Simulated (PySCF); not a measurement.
A side-by-side comparison of computed properties.

First species: C3H10NP.
SMILES with atom numbers: `[CH3:1][P:2]([CH3:3])([CH3:4])=[NH:5]` (hydrogens: H6, H7, H8 on C1; H9, H10, H11 on C3; H12, H13, H14 on C4; H15 on N5)

Second species: C4H5FN2.
InChI=1S/C4H5FN2/c1-7-3-2-6-4(7)5/h2-3H,1H3

Levels: PBE0/def2-SVPD for dipole moment, HOMO energy, LUMO energy, HOMO–LUMO gap, static isotropic polarisability and electronic spatial extent ⟨r²⟩ about the centre of nuclear charge; TDDFT PBE0/def2-SVPD for lowest singlet excitation; TDA PBE0/def2-SVPD for lowest triplet excitation (Tamm–Dancoff); GFN2-xTB for rotational constant A and rotational constant C. Geometries: GFN2-xTB. Each species is one conformer at its optimised geometry, gas phase, non-relativistic unless stated; the electronic structure was computed with PySCF and density fitting.

```csv
property,column X,column Y
dipole moment,3.55 D,4.27 D
HOMO energy,-6.18 eV,-6.69 eV
LUMO energy,0.40 eV,0.43 eV
HOMO–LUMO gap,6.58 eV,7.12 eV
lowest singlet excitation,5.50 eV,6.03 eV
lowest triplet excitation (Tamm–Dancoff),5.32 eV,4.52 eV
static isotropic polarisability,71.2 au,58.6 au
electronic spatial extent ⟨r²⟩ about the centre of nuclear charge,570 bohr²,627 bohr²
rotational constant A,3.726 GHz,4.068 GHz
rotational constant C,3.433 GHz,1.886 GHz
```

(1) Which column belongs to which species?

(2) How does each property change from the first species to the second?

## Answers

(1) Column X is the first species and column Y the second. The first has 15 atoms and 50 electrons, the second 12 and 52.

(2) dipole moment +0.72 D; HOMO energy -0.51 eV; LUMO energy +0.03 eV; HOMO–LUMO gap +0.54 eV; lowest singlet excitation +0.53 eV; lowest triplet excitation (Tamm–Dancoff) -0.80 eV; static isotropic polarisability -12.6 au; electronic spatial extent ⟨r²⟩ about the centre of nuclear charge +57 bohr²; rotational constant A +0.342 GHz; rotational constant C -1.547 GHz.

On the first: The vertical singlet–triplet gap S1 − T1 is 0.18 eV (TDDFT singlet less Tamm–Dancoff triplet; S1: HOMO→LUMO, weight 0.95; T1: HOMO→LUMO, weight 0.86). The principal polarisabilities are 68.9, 71.1 and 73.7 au; their mean is the isotropic value.

On the second: The polarisability is 8.68 Å³ as a volume (1 au = 0.148185 Å³), or 1.13 au for each of the 52 electrons. No computed singlet falls in the visible range (750 to 380 nm, 1.65 to 3.26 eV); S1 lies 2.77 eV above its blue end.
